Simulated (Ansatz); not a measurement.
The cluster Li6Al2 (the lowest singlet isomer of a short search), 8 atoms. Hardware: 4 threads of Intel Xeon 6975P-C on a shared host.

Correlated methods freeze 10 core orbitals; core or outer-core shells of Li are correlated, in sets that lack core-valence functions.

Problem. How many basis functions does each of these Ansatz runs have, and roughly what does it cost? PBE-D4/def2-TZVP, charge 0 triplet at the geometry of the charge 0 singlet, energy, from earlier orbitals; MP2/def2-TZVP, charge 0 singlet, energy, from earlier orbitals; PBE0-D4/def2-SVP, charge -1 doublet at the geometry of the charge 0 singlet, energy with a search over starts; PBE0-D4/def2-TZVPD, charge -1 doublet at the geometry of the charge 0 singlet, energy, from earlier orbitals; revPBE-D4/def2-TZVP, charge 0 singlet, energy and forces, from earlier orbitals; B97M-V/def2-TZVP, charge 0 singlet, energy, from earlier orbitals; PBE-D4/def2-SVP, charge 0 singlet, frequencies; PBE-QIDH/def2-TZVP, charge 0 singlet, energy, from earlier orbitals; PBE0-D4/def2-TZVP, charge 0 singlet, energy, from earlier orbitals; r2SCAN-D4/def2-TZVP, charge 0 triplet at the geometry of the charge 0 singlet, energy, from earlier orbitals; PBE-D4/def2-TZVP, charge 0 singlet, energy, from earlier orbitals; r2SCAN-D4/def2-TZVPD, charge 0 singlet, energy, from earlier orbitals.

Solution. Other jobs shared the machine, so times can vary by a factor of up to 3. A dash marks memory too small to be measured apart from the calling script's.

| run | functions | fitting or Cholesky vectors | wall time | peak host memory (GiB) |
| --- | --- | --- | --- | --- |
| PBE-D4/def2-TZVP, charge 0 singlet, energy, from earlier orbitals | 158 | 1292 | 0.95 s | – |
| revPBE-D4/def2-TZVP, charge 0 singlet, energy and forces, from earlier orbitals | 158 | 1292 | 1.1 s | – |
| PBE0-D4/def2-TZVP, charge 0 singlet, energy, from earlier orbitals | 158 | 1332 | 1.1 s | – |
| MP2/def2-TZVP, charge 0 singlet, energy, from earlier orbitals | 158 | 1369 | 1.2 s | – |
| PBE-D4/def2-TZVP, charge 0 triplet at the geometry of the charge 0 singlet, energy, from earlier orbitals | 158 | 1292 | 1.8 s | – |
| PBE-QIDH/def2-TZVP, charge 0 singlet, energy, from earlier orbitals | 158 | 1369 | 2.1 s | – |
| r2SCAN-D4/def2-TZVPD, charge 0 singlet, energy, from earlier orbitals | 188 | 1518 | 2.5 s | – |
| B97M-V/def2-TZVP, charge 0 singlet, energy, from earlier orbitals | 158 | 1292 | 3.4 s | – |
| r2SCAN-D4/def2-TZVP, charge 0 triplet at the geometry of the charge 0 singlet, energy, from earlier orbitals | 158 | 1292 | 7.5 s | – |
| PBE0-D4/def2-TZVPD, charge -1 doublet at the geometry of the charge 0 singlet, energy, from earlier orbitals | 188 | 1578 | 8 s | 0.96 |
| PBE0-D4/def2-SVP, charge -1 doublet at the geometry of the charge 0 singlet, energy with a search over starts | 90 | 1090 | 9.5 s | – |
| PBE-D4/def2-SVP, charge 0 singlet, frequencies | 90 | 1202 | 21 s | – |
